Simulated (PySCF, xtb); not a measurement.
C₂H₈FNSi₂, SMILES [SiH2]1CNC[Si@H]1F.

GFN2-xTB (xtb) at its own geometry gives an orbital gap of 3.26 eV and a dipole moment of 1.92 D.

The structure is a stationary point at r2SCAN-D4/def2-SVP. The structure was generated by enumeration; whether it is a known compound was not checked. One conformer was computed; it need not be the lowest.

Question: What does CAM-B3LYP/def2-TZVP run with PySCF give? (The exact figures need the calculation; the answer reports its results.)

Answer: gap 7.96 eV (levels -7.49 and 0.47 eV), dipole 1.62 D.
